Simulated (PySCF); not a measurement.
A small calculation by hand: oscillator strength and radiative lifetime

BrF2GeHO, SMILES [OH][Ge]([F])([F])[Br].

Coordinates come from a r2SCAN-D4/def2-SVP optimisation. Other conformers were not sampled.

TDDFT-PBE/def2-SVPD (PySCF) puts the first singlet state with f over 0.02 at 6.94 eV (vertical), with the transition dipole (-0.480, -0.348, 0.000) in atomic units.

Problem. Find the oscillator strength, the wavelength and the radiative lifetime that this transition would have in vacuum if emission retraced absorption.

Solution. 
|μ|² = 0.3515 au, so |μ| = 1.51 D. ΔE = 6.94/27.211 = 0.2550 hartree. f = (2/3) ΔE |μ|² = 0.060 (the program prints 0.060).
λ = 1239.84/6.94 = 179 nm; ν = 55975 cm⁻¹.
Einstein's coefficient A = 0.6670 ν² f s⁻¹ (ν in cm⁻¹) = 1.2e8 s⁻¹, so τ = 1/A = 8.0 ns. This state is S4; the lower singlets have f = 0.004, 0.010, 0.015. The figure is the radiative limit of this one transition; relaxation, internal conversion, crossing to triplets and a medium change what is measured.
